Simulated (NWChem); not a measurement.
Everything below was run with NWChem. System: H$_{5}$BSi, charge 0, spin multiplicity 1, at a geometry optimised with B3LYP/def2-SVP. The structure started from a generated list of species. Level: RHF/def2-TZVP.

The NWChem input:

```
start mol
memory heap 200 mb stack 800 mb global 1000 mb
geometry units angstroms nocenter noautoz noautosym
  B     -0.731661    -1.238055     0.153541
  H     -0.348622    -2.063964     0.946277
  H     -1.749174    -1.475632    -0.449552
  Si     0.291284     0.489932    -0.072522
  H     -0.003264     1.329463     1.135972
  H     -0.087724     1.281855    -1.280945
  H      1.769111     0.259512    -0.104152
end
basis spherical
  * library def2-tzvp
end
scf
  rhf
  nopen 0
  maxiter 100
  thresh 1e-7
  semidirect memsize 60000000 filesize 0
end
task scf energy
```

NWChem printed:

```
             Northwest Computational Chemistry Package (NWChem) 7.3.0
             --------------------------------------------------------

                                NWChem Input Module
                                -------------------

 Scaling coordinates for geometry "geometry" by  1.889725989
 (inverse scale =  0.529177249)

                             Geometry "geometry" -> ""
                             -------------------------

 Output coordinates in angstroms (scale by  1.889725989 to convert to a.u.)

  No.       Tag          Charge          X              Y              Z
 ---- ---------------- ---------- -------------- -------------- --------------
    1 B                    5.0000    -0.73166100    -1.23805500     0.15354100
    2 H                    1.0000    -0.34862200    -2.06396400     0.94627700
    3 H                    1.0000    -1.74917400    -1.47563200    -0.44955200
    4 Si                  14.0000     0.29128400     0.48993200    -0.07252200
    5 H                    1.0000    -0.00326400     1.32946300     1.13597200
    6 H                    1.0000    -0.08772400     1.28185500    -1.28094500
    7 H                    1.0000     1.76911100     0.25951200    -0.10415200

 Effective nuclear repulsion energy (a.u.)      47.3030040634

            Nuclear Dipole moment (a.u.)
            ----------------------------
        X                 Y               Z
 ---------------- ---------------- ----------------
    -0.0000037795     0.0000132281    -0.0000056692


 Summary of "ao basis" -> "" (spherical)
 ------------------------------------------------------------------------------
       Tag                 Description            Shells   Functions and Types
 ---------------- ------------------------------  ------  ---------------------
 *                         def2-tzvp                  on all atoms

 Summary of "ao basis" -> "ao basis" (spherical)
 ------------------------------------------------------------------------------
       Tag                 Description            Shells   Functions and Types
 ---------------- ------------------------------  ------  ---------------------
[...]
              MO Center= -2.6D-01, -4.3D-01,  8.0D-02, r^2= 2.5D+00
   Bfn.  Coefficient  Atom+Function         Bfn.  Coefficient  Atom+Function
  ----- ------------  ---------------      ----- ------------  ---------------
    59     -0.260080  4 Si py                 7      0.236874  1 B  py
    10      0.214309  1 B  py

 Vector   13  Occ=0.000000D+00  E= 3.846620D-02
              MO Center= -6.1D-01, -1.1D+00,  6.5D-02, r^2= 3.8D+00
   Bfn.  Coefficient  Atom+Function         Bfn.  Coefficient  Atom+Function
  ----- ------------  ---------------      ----- ------------  ---------------
    14      0.470416  1 B  pz                12     -0.348958  1 B  px
    13      0.288931  1 B  py                83     -0.272590  5 H  s
    95      0.188114  7 H  s                  8      0.175832  1 B  pz

 Vector   14  Occ=0.000000D+00  E= 1.294812D-01
              MO Center= -5.0D-01, -6.2D-01,  1.1D-01, r^2= 8.2D+00
   Bfn.  Coefficient  Atom+Function         Bfn.  Coefficient  Atom+Function
  ----- ------------  ---------------      ----- ------------  ---------------
     5      3.884432  1 B  s                 48     -2.765028  4 Si s
     4     -0.963864  1 B  s                 40     -0.891391  3 H  s
    34     -0.851838  2 H  s                 83      0.811557  5 H  s
    63     -0.588395  4 Si pz                95      0.525791  7 H  s
    10      0.347566  1 B  py                13      0.302929  1 B  py

 Vector   15  Occ=0.000000D+00  E= 1.421110D-01
              MO Center=  1.3D-02,  2.2D-02,  6.3D-02, r^2= 1.1D+01
   Bfn.  Coefficient  Atom+Function         Bfn.  Coefficient  Atom+Function
  ----- ------------  ---------------      ----- ------------  ---------------
    48      4.031233  4 Si s                  5     -2.112477  1 B  s
    62     -2.046036  4 Si py                13     -1.981850  1 B  py
     4     -1.454360  1 B  s                 12     -1.250838  1 B  px
    61     -1.199726  4 Si px                10     -0.571632  1 B  py
    59     -0.373061  4 Si py                69      0.351428  4 Si d -2

 center of mass
 --------------
 x =  -0.01411360 y =  -0.02563984 z =  -0.00382127

 moments of inertia (a.u.)
 ------------------
         135.889328604128         -62.965889247495           5.158801318980
         -62.965889247495          68.245460844096          16.240702064999
           5.158801318980          16.240702064999         172.154100679965

  Mulliken analysis of the total density
  --------------------------------------

    Atom       Charge   Shell Charges
 -----------   ------   -------------------------------------------------------
    1 B    5     5.06   0.92  1.06  0.49  0.63  0.01  0.85  0.93  0.09  0.02  0.04  0.00
    2 H    1     0.98   0.25  0.52  0.20  0.01
    3 H    1     0.98   0.25  0.52  0.20  0.01
    4 Si  14    13.80   2.00  0.58  1.39  0.80  0.45  4.12  1.73  0.53  1.49  0.41  0.12  0.15  0.02
    5 H    1     1.06   0.24  0.56  0.25  0.01
    6 H    1     1.06   0.24  0.56  0.25  0.01
    7 H    1     1.06   0.24  0.56  0.25  0.01

       Multipole analysis of the density wrt the origin
       ------------------------------------------------

     L   x y z        total         open         nuclear
     -   - - -        -----         ----         -------
     0   0 0 0     -0.000000      0.000000     24.000000

     1   1 0 0     -0.088862      0.000000     -0.000004
     1   0 1 0     -0.174405      0.000000      0.000013
     1   0 0 1     -0.029316      0.000000     -0.000006

     2   2 0 0    -17.862374      0.000000     36.364488
     2   1 1 0     -0.598695      0.000000     36.318120
     2   1 0 1     -0.563717      0.000000     -1.701918
     2   0 2 0    -18.240849      0.000000     74.777286
     2   0 1 1      0.589138      0.000000    -10.343170
     2   0 0 2    -17.366502      0.000000     15.109686

 Task  times  cpu:        3.3s     wall:        3.3s

 Total times  cpu:        3.3s     wall:        3.3s
```
